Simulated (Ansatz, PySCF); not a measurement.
Diatomic LiMg-, closed-shell singlet (lowest of 2S+1 = 1, 3 at CCSD(T)/def2-TZVPP on PBE0 minima; our sources give no spin for the ground state, which may be another).

The constants come from a fifth-degree fit in 1/R (seven points, main isotopes). In def2 and cc sets the state is the lowest found near the PBE0 minimum, followed along R. The singlet is held restricted. HF and MP2 rows in def2 and cc sets belong to the determinant that coupled cluster picked by its CCSD energy.

Codes used: Ansatz (an electronic-structure program); PySCF for 6-31G* rows. Each number belongs to the level named beside it.

| level | r_e (Å) | ω_e (cm⁻¹) | α_e (cm⁻¹) | B_e (cm⁻¹) |
|---|---|---|---|---|
| SVWN5/def2-TZVPP | 3.386 | 148 | 0.0059 | 0.271 |
| PBE/def2-TZVPP | 3.470 | 139 | 0.0058 | 0.258 |
| BP86/6-31G* | 3.492 | 141 | 0.0057 | 0.255 |
| r2SCAN/def2-TZVPP | 3.492 | 142 | 0.0054 | 0.255 |
| B97M-V/def2-TZVPP | 3.492 | 147 | 0.0040 | 0.255 |
| B3LYP/6-31G* | 3.555 | 128 | 0.0061 | 0.246 |
| B3LYP/def2-TZVPP | 3.565 | 117 | 0.0072 | 0.244 |
| PBE0/def2-TZVPP | 3.515 | 137 | 0.0054 | 0.251 |
| BHLYP/def2-TZVPP | 3.650 | 109 | 0.0068 | 0.233 |
| CAM-B3LYP/def2-TZVPP | 3.639 | 109 | 0.0067 | 0.235 |
| wB97X-V/def2-TZVPP | 3.661 | 120 | 0.0050 | 0.232 |
| wB97M-V/def2-TZVPP | 3.520 | 131 | 0.0055 | 0.251 |
| B2PLYP/def2-TZVPP | 3.580 | 119 | 0.0066 | 0.242 |
| MP2/6-31G* | 3.537 | 138 | 0.0054 | 0.248 |
| MP2/def2-TZVPP | 3.622 | 121 | 0.0058 | 0.237 |
| MP2/def2-QZVPP | 3.509 | 127 | 0.0066 | 0.252 |
| SCS-MP2/def2-TZVPP | 3.674 | 113 | 0.0058 | 0.230 |
| SCS-MP2/def2-QZVPP | 3.557 | 119 | 0.0069 | 0.245 |
| CCSD/def2-TZVPP | 3.612 | 121 | 0.0059 | 0.238 |
| CCSD/def2-QZVPP | 3.512 | 124 | 0.0072 | 0.252 |
| CCSD(T)/def2-TZVPP | 3.522 | 135 | 0.0056 | 0.250 |
| CCSD(T)/def2-QZVPP | 3.404 | 143 | 0.0064 | 0.268 |

Correlated levels freeze the inner cores; with def2 sets outer-core shells near the valence are correlated too. Rows in 6-31G* carry no dispersion term and start afresh at each structure (6-31G* with six Cartesian d functions). MP2/6-31G* freezes PySCF's default core, which is smaller on s-block atoms.

Doubts at one or more of the structures used: a restricted determinant that unrestricted orbitals would lower (B2PLYP/def2-TZVPP, MP2/def2-TZVPP, MP2/def2-QZVPP, SCS-MP2/def2-TZVPP, SCS-MP2/def2-QZVPP, CCSD/def2-TZVPP, CCSD/def2-QZVPP, CCSD(T)/def2-TZVPP, CCSD(T)/def2-QZVPP).
